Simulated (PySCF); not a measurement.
## C3H9Al: core ionisation energies

Species: trimethylaluminum, C3H9Al.
Atom-mapped SMILES: `[CH3:1][Al:2]([CH3:3])[CH3:4]`

Level of theory: PySCF, delta-SCF UKS SCAN, pcX-2 on the ionised atom, pcseg-1 elsewhere, spin-free X2C. Vertical ΔSCF values, vacuum level as zero.

**Question.** List the computed XPS lines with their assignment.

**Answer.** 
```json
{"atom(s)": "Al2", "environment": "aluminium bonded to 3 C", "level": "Al 1s", "binding energy (eV)": "1566.03", "count": "1"}
{"atom(s)": "C1/C3/C4", "environment": "methyl carbon", "level": "C 1s", "binding energy (eV)": "289.46", "count": "3"}
```

**Question.** Which photon energy gives electrons from Al 1s of Al2 a kinetic energy of 150 eV, and what is their de Broglie wavelength?

**Answer.** hν = 1566.03 + 150 = 1716.03 eV, recoil neglected; λ = 12.264 Å/√(E/eV) = 1.00 Å.

One atom of each set of topologically equivalent atoms was ionised and stands for the set; in this conformer not all members are related by symmetry, and their own values weren't computed. Isolated species at its PBE0-D3(BJ)/def2-SVP geometry, gas phase.
